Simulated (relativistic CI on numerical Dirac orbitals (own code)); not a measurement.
Results of a calculation; reference values are marked as such.
**Quantum defects of the np series of Ti3+**

Problem. The np 2P° levels with J = 3/2 of Ti3+ lie at 4p: 128739.6, 5p: 230924.4 cm⁻¹ (Corliss and Sugar, J. Phys. Chem. Ref. Data 8, 1 (1979)), and the ionisation limit at 348973.3 cm⁻¹ (NIST ASD). Find the quantum defects and predict 6p.

Working.
1. The outer electron sees the charge z = 4; R = 109736.06 cm⁻¹ for this mass. The binding energy T = limit − E defines n* = z√(R/T).
2. Values: 4p: T = 220233.7, n* = 2.8235, δ = n − n* = 1.1765; 5p: T = 118048.9, n* = 3.8566, δ = n − n* = 1.1434.
3. With δ held at 1.1434: E(6p) = limit − Rz²/(6 − δ)² = 274533.3 cm⁻¹.
4. The Ritz form δ = δ₀ + a/n*² through the last two members has a = 0.5680 and δ₀ = 1.1052, so with n* ≈ 6 − 1.1434, δ(6) = 1.1293 and E = 274964.0 cm⁻¹.

Check. The measured level is 274881.2 cm⁻¹ (δ = 1.1320), so the two predictions miss by -347.9 and 82.8 cm⁻¹. The defect is large because this electron penetrates the core.
